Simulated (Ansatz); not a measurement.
Two members of one family (GaSb nanocrystals, H-capped), computed with Ansatz in the gas phase; def2 core potentials for Sb, no spin–orbit coupling. The two geometries come from different levels. Binding counts from free atoms in the multiplicity of their measured ground term, without zero-point energy. The structures are stationary points that may keep the symmetry of their start.

First: Ga7Sb7H20, cut from zinc blende (singlet, charge 0, PBE-D4/def2-SVP geometry).

| atom | x (Å) | y (Å) | z (Å) |
| --- | --- | --- | --- |
| Ga1 | -0.4788 | -3.7779 | -1.8384 |
| Ga2 | 2.8347 | 2.2939 | 2.1139 |
| Ga3 | 0.2867 | -1.6591 | 1.9728 |
| Ga4 | 1.7971 | 0.0286 | -1.8813 |
| Ga5 | -2.3178 | 0.0555 | -3.5354 |
| Ga6 | -1.5121 | 2.0843 | 0.3171 |
| Ga7 | -3.8665 | -1.6698 | 0.4144 |
| Sb8 | 3.4893 | 1.5172 | -0.3576 |
| Sb9 | 1.2292 | -2.1319 | -0.4570 |
| Sb10 | -2.5519 | -2.0649 | -1.8988 |
| Sb11 | 2.0989 | -0.0365 | 3.1905 |
| Sb12 | 0.4470 | 3.4050 | 1.6685 |
| Sb13 | -1.8919 | -0.1916 | 1.6202 |
| Sb14 | -0.4667 | 1.3994 | -2.0185 |
| H15 | -0.7561 | -4.9713 | -0.8415 |
| H16 | 0.1829 | -3.9128 | -3.2668 |
| H17 | 3.8944 | 3.1523 | 2.9007 |
| H18 | 0.1258 | -2.9184 | 2.9103 |
| H19 | 2.5406 | -0.2197 | -3.2518 |
| H20 | -1.5349 | -0.3304 | -4.8531 |
| H21 | -3.6043 | 0.9694 | -3.4715 |
| H22 | -2.7463 | 3.0671 | 0.2626 |
| H23 | -3.9314 | -2.9981 | 1.2658 |
| H24 | -5.0537 | -0.6440 | 0.2250 |
| H25 | 5.0506 | 0.8141 | -0.2002 |
| H26 | 4.0097 | 2.9561 | -1.1445 |
| H27 | 2.7663 | -2.8547 | -0.1709 |
| H28 | -3.7047 | -3.0054 | -2.7629 |
| H29 | 3.5739 | -0.8364 | 3.5661 |
| H30 | 1.6722 | 0.3455 | 4.8126 |
| H31 | -0.0652 | 3.9701 | 3.2092 |
| H32 | 0.7987 | 4.9541 | 1.0080 |
| H33 | -2.3137 | 0.3090 | 3.2133 |
| H34 | -0.0019 | 2.9014 | -2.7208 |

```tsv
level	HOMO (eV)	LUMO (eV)	gap (eV)	binding per atom (eV)
PBE-D4/def2-SVP	-5.77	-2.49	3.27	2.36
PBE-D4/def2-TZVP	-5.83	-2.56	3.27	2.37
PBE0-D4/def2-SVP	-6.69	-1.87	4.81	2.35
PBE0-D4/def2-TZVP	-6.72	-1.91	4.81	2.35
```

Second: Ga8Sb8H22, cut from wurtzite (singlet, charge 0, r2SCAN-D4/def2-SVP geometry).

```xyz
38

Ga   -2.5492    1.9808    3.9478
Sb   -1.5812    3.8365    2.2103
Sb   -1.2927   -0.0939    2.8065
Ga   -2.2006   -0.6622    0.3811
Ga    0.0093    3.2692    0.1417
Sb   -1.2514    1.3214   -1.1547
Sb   -1.0538   -2.8446   -0.5973
Ga   -2.0627   -3.6042   -2.9610
Ga    0.2428    0.5566   -3.2161
Sb   -1.1279   -1.4460   -4.3281
Ga    1.3372    0.1489    2.9676
Sb    2.0726    1.9657    1.1730
Sb    2.2143   -2.1356    1.8805
Ga    1.5907   -2.7692   -0.6466
Ga    3.8984    1.0777   -0.5983
Sb    2.2939   -0.5834   -1.9854
H    -4.0815    1.8957    3.6628
H    -1.8922    2.3061    5.3273
H    -2.8480    4.7890    1.5915
H    -0.7997    5.0884    3.0567
H    -1.6435   -1.4823    3.7319
H    -3.7642   -0.7151    0.3135
H     0.3590    4.5127   -0.7388
H    -2.6272    2.0533   -1.8428
H    -1.4165   -4.0643    0.5361
H    -3.6168   -3.4545   -2.9480
H    -1.2661   -4.8319   -3.5082
H     0.5995    1.7027   -4.2177
H    -2.3795   -0.7255   -5.2275
H    -0.2016   -1.9480   -5.6643
H     1.9095    0.3586    4.4070
H     2.8565    3.1371    2.1295
H     1.6602   -3.4070    2.8674
H     3.8748   -2.3543    2.1741
H     2.2959   -4.0885   -1.0998
H     4.3238    2.2613   -1.5232
H     4.8840    0.1620    0.2093
H     3.2335   -1.2131   -3.2579
```

Question: Estimate how these quantities change from the first to the second (second minus first).

Answer: 
```csv
level,Δ HOMO (eV),Δ LUMO (eV),Δ gap (eV),Δ binding per atom (eV)
PBE-D4/def2-SVP,0.00,0.11,0.11,0.02
PBE-D4/def2-TZVP,0.03,0.08,0.05,0.02
PBE0-D4/def2-SVP,0.03,0.12,0.09,0.03
PBE0-D4/def2-TZVP,0.06,0.09,0.03,0.03
```
